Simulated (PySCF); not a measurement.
**Calcium: a sound run and one with changed settings**

Sound run: Ca [Ar] 4s2, Ca⁺ [Ar] 4s1. Calculation: PySCF 2.14, in cc-pVDZ-X2C (5s4p2d, 27 functions); scalar relativity by spin-free X2C-1e. The sound run starts from symmetry-adapted Hartree-Fock orbitals and uses a fine grid where one is needed.

Changed run: initial guess minao, at most 3 SCF cycles. This setting is unsound on purpose.

| species | method | sound run (hartree) | changed run (hartree) | converged |
| --- | --- | --- | --- | --- |
| Ca | UHF | -679.62917 | -679.62917 | no |
| Ca | r2SCAN | -680.39998 | -680.39998 | no |
| Ca | B3LYP | -680.47368 | -680.47368 | no |
| Ca⁺ | UHF | -679.44005 | -679.44001 | no |
| Ca⁺ | r2SCAN | -680.18496 | -680.18495 | no |
| Ca⁺ | B3LYP | -680.24574 | -680.24574 | no |

The SCF was stopped early; the energies are upper bounds that still move, and correlated levels were skipped or rest on poor orbitals.
